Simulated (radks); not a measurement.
Question: Coherent X-ray form factor from a spherical all-electron density. Method: Dirac Kohn-Sham, PBEsol, spin-unpolarised, spherical densities, point nucleus; computed with a radial shooting solver on a logarithmic mesh with Libxc functionals.

sin(theta)/lambda (1/angstrom),f0 (electrons)
0.05,34.597
0.1,33.464
0.15,31.794
0.2,29.833
0.25,27.807
0.3,25.874
0.4,22.552
0.5,19.907
0.6,17.676
0.8,13.848
1,10.803
1.25,8.244
1.5,6.779
2,5.322

The species is in the configuration that NIST lists as its ground one. Which atom or ion scatters so?

Answer: The strontium ion Sr3+, [Ar] 3d10 4s2 4p5. Extrapolating in s^2 from the first two rows gives f0(0) = 35.0, near the electron count 35; among species with that count, the fall with angle is slower the higher Z, and the table is that of Z = 38; from so few rows the species is fixed only to a neighbour or two.
